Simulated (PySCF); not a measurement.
C2H5NOSi2, SMILES N#C[SiH2][SiH2]C=O (GFN2-xTB optimised geometry):

```
11

N      3.071     1.156     0.000
C      1.925     1.156     0.000
Si     0.056     1.108    -0.015
Si    -0.543    -1.074    -0.517
C     -2.457    -0.935    -0.580
O     -3.008     0.119    -0.373
H     -0.313     2.112    -1.018
H     -0.321     1.573     1.324
H     -0.140    -1.619    -1.818
H     -0.254    -2.112     0.479
H     -3.071    -1.830    -0.809
```

Level of theory: PBE/def2-TZVP (PySCF).

What are the frontier orbital energies and the dipole moment?

HOMO-2 -8.41 eV, HOMO-1 -8.06 eV, HOMO -6.11 eV, LUMO -3.22 eV, LUMO+1 -1.89 eV; dipole moment 3.50 D.

Meta-Löwdin charges at PBE/def2-TZVP: N1 -0.17, C2 -0.14, Si3 0.35, Si4 0.29, C5 0.07, O6 -0.33, H7 -0.04, H8 -0.04, H9 -0.04, H10 -0.04, H11 0.08.
